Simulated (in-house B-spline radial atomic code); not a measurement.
A calculation on Ba III (Ba2+): its settings, and results tabulated from the run. Computed with an all-electron radial atomic-structure program (B-spline basis): scalar-relativistic (X2C) LDA PW92, spin-polarised, spherical fractional occupations, Fermi nucleus of rms radius 4.8378 fm.

Command:
```bash
python run_scf.py task.json out
```
Settings (nuclear radius in fm, mass in u):
```
Z                56
configuration    [Kr] 4d10 5s2 5p6
hamiltonian      x2c
method           lda,pw
spin_polarised   True
nucleus          fermi
rms_radius       4.8378
atomic_mass      137.90525
speed_of_light   137.035999084
```

Output (hartree, bohr):
```
 radial grid: 79 intervals, B-splines of order 8, outer radius 53.7037 bohr

 iter        energy (Eh)    residual
    1       -8120.220038    3.96e-01
    2       -8123.162044    3.67e-01
    3       -8127.098827    4.99e-02
    4       -8127.196611    1.19e-02
    5       -8127.200026    5.48e-03
    6       -8127.200862    1.43e-03
    7       -8127.200917    1.11e-04
    8       -8127.200917    9.31e-06
    9       -8127.200917    3.91e-07

 total energy                     -8127.20092
 kinetic                            8674.9269
 electron-nucleus                 -19751.0749
 Hartree                            3141.5758
 exchange-correlation               -192.6287

 orbital      occ     eigenvalue          <r>       <r^2>       <1/r>       r_max
 1s up      1.000     -1365.1727    0.0249644 0.000855793     64.0425     0.01568
 1s down    1.000     -1365.1727    0.0249644 0.000855793     64.0425     0.01568
 2s up      1.000      -216.2241     0.109278   0.0141488      14.636     0.09287
 2s down    1.000      -216.2241     0.109278   0.0141488      14.636     0.09287
 2p up      3.000      -194.2647    0.0958845   0.0112378      13.355     0.07428
 2p down    3.000      -194.2647    0.0958845   0.0112378      13.355     0.07428
 3s up      1.000       -46.0023      0.29213   0.0976539     5.19247      0.2669
 3s down    1.000       -46.0023      0.29213   0.0976539     5.19247      0.2669
 3p up      3.000       -38.9364     0.289903   0.0975361     4.81266      0.2608
 3p down    3.000       -38.9364     0.289903   0.0975361     4.81266      0.2608
 3d up      5.000       -28.5386     0.266774   0.0840338     4.53444       0.215
 3d down    5.000       -28.5386     0.266774   0.0840338     4.53444       0.215
 4s up      1.000        -9.3868     0.674428     0.51374      2.1233      0.6255
 4s down    1.000        -9.3868     0.674428     0.51374      2.1233      0.6255
 4p up      3.000        -7.0994     0.715735    0.583096     1.92992      0.6537
 4p down    3.000        -7.0994     0.715735    0.583096     1.92992      0.6537
 4d up      5.000        -3.7540     0.801058    0.745975     1.65653      0.6957
 4d down    5.000        -3.7540     0.801058    0.745975     1.65653      0.6957
 5s up      1.000        -1.6963      1.62946     2.98376    0.817423       1.466
 5s down    1.000        -1.6963      1.62946     2.98376    0.817423       1.466
 5p up      3.000        -1.1419      1.89245     4.05009    0.690339       1.663
 5p down    3.000        -1.1419      1.89245     4.05009    0.690339       1.663
```

Run time, properties included: 0.27 s on 1 thread of x86-64 server CPU, with other jobs on the host.

One-electron X2C: radii and densities carry no picture-change correction, so inner-shell <1/r> comes out high (for 1s by about 2 % at Z = 33, 5 % at 54, 10 % at 75, 30 % at 118) and <r> low.
